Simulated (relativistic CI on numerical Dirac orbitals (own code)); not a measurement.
Radial Dirac CI calculation of Tm³⁺.

Command:

```sh
python run_levels.py task.json out
```

Input:

```
atom Tm  Z=69  charge=3  electrons=66
nucleus A=169  rms_radius_fm=5.2256
hamiltonian dirac-coulomb  breit=off  qed=on  c_scale=0.8
orbitals kli  potential=per-configuration
slater_scale 1
correlation none
mixing on
grid step=0.0125 r_max=64.9
scf mixing=0.4 start=green max_iterations=150 tolerance=2e-08 node_fill=0.2
configurations
  [Xe] 4f12
  [Xe] 4f11 6s
  [Xe] 4f11 6p
end
```

Output:

```
SCF 1: [Xe] 4f12
 iter      energy (Ha)   residual   last orbital (Ha)
    1    -13963.105019   3.83e+00     -4.73141
    2    -14017.816105   9.73e-01     -2.86477
    3    -14019.818341   3.22e-01     -2.43740
    4    -14020.566973   2.17e-01     -2.43595
    5    -14020.611965   2.18e-02     -2.32028
    6    -14020.624987   7.09e-03     -2.33070
    7    -14020.622653   2.71e-03     -2.33372
    8    -14020.623828   3.27e-04     -2.33429
    9    -14020.624148   2.20e-04     -2.33436
   10    -14020.624044   1.22e-05     -2.33429
   11    -14020.624039   4.40e-06     -2.33429
   12    -14020.624036   1.04e-07     -2.33429
   13    -14020.624036   1.29e-08     -2.33429
SCF 2: [Xe] 4f11 6s
 iter      energy (Ha)   residual   last orbital (Ha)
    1    -13969.505548   3.61e+00     -1.84576
    2    -14017.348935   1.01e+00     -1.31647
    3    -14019.640837   3.00e-01     -1.15602
    4    -14020.202051   3.76e-01     -1.14002
    5    -14020.354286   4.30e-02     -1.10709
    6    -14020.323998   2.61e-02     -1.10138
    7    -14020.333538   9.90e-03     -1.10205
    8    -14020.339708   2.27e-03     -1.10254
    9    -14020.338828   3.72e-04     -1.10238
   10    -14020.338653   1.59e-05     -1.10234
   11    -14020.338659   4.01e-07     -1.10234
   12    -14020.338659   4.11e-08     -1.10234
   13    -14020.338659   5.26e-08     -1.10234
   14    -14020.338659   5.63e-10     -1.10234
SCF 3: [Xe] 4f11 6p
 iter      energy (Ha)   residual   last orbital (Ha)
    1    -13969.468179   3.59e+00     -1.30786
    2    -14017.080502   1.01e+00     -0.96403
    3    -14019.404671   3.00e-01     -0.86216
    4    -14019.955363   3.63e-01     -0.84952
    5    -14020.096475   3.49e-02     -0.82962
    6    -14020.070104   2.51e-02     -0.82528
    7    -14020.078773   1.00e-02     -0.82564
    8    -14020.083768   5.71e-05     -0.82588
    9    -14020.084010   4.06e-04     -0.82585
   10    -14020.083831   1.64e-05     -0.82583
   11    -14020.083823   1.33e-06     -0.82583
   12    -14020.083823   3.75e-08     -0.82583
   13    -14020.083823   5.01e-09     -0.82583
orbital energies (Ha): 4p3/2 -13.1981  4d3/2 -8.1012  4d5/2 -7.6157  5s -3.6758  5p1/2 -2.7431  5p3/2 -2.3343  4f5/2 -1.5931  4f7/2 -1.5255
configuration averages (Ha): Dirac-Coulomb, Breit, QED
  4f12                        -14020.624036    0.000000   13.082800
  4f11 6s                     -14020.338659    0.000000   13.085049
  4f11 6p                     -14020.083823    0.000000   13.083921
levels: no., configuration, term, J, E (cm-1), weight
   1 4f12                   3H   6                0.0  0.98
   2 4f12                   3F   4             5898.1  0.58
   3 4f12                   3H   5            13377.5  1.00
   4 4f12                   3H   4            18720.0  0.45
   5 4f12                   3F   2            19606.4  0.62
   6 4f12                   3F   3            20880.6  1.00
   7 4f12                   3H   4            31480.1  0.48
   8 4f11 6s                5I*  8            35414.5  0.94
   9 4f12                   3P   2            36940.6  0.44
  10 4f11 6s                3I*  7            37092.2  0.69
  11 4f12                   1I   6            43826.5  0.98
  12 4f12                   3P   0            45160.2  0.89
  13 4f12                   3P   1            48405.7  1.00
  14 4f11 6s                5I*  7            48411.1  0.72
lowest total energy -14007.651489 Ha
end: converged
```

Against the reference input this run has: Breit term off, speed of light × 0.8, node fill of the KLI weights 0.2. The reference run ends at -13550.445688 Ha with Breit and QED terms. With a changed speed of light or nuclear radius the levels are not those of the real ion, and the QED model is not rescaled.

With so few configurations and no correlation, terms lie too far apart (by 10 to 50 % or more near neutrality), their order can be wrong, and levels of other configurations are missing. Levels that differ in their count of f electrons can be misplaced by tens of thousands of cm⁻¹.
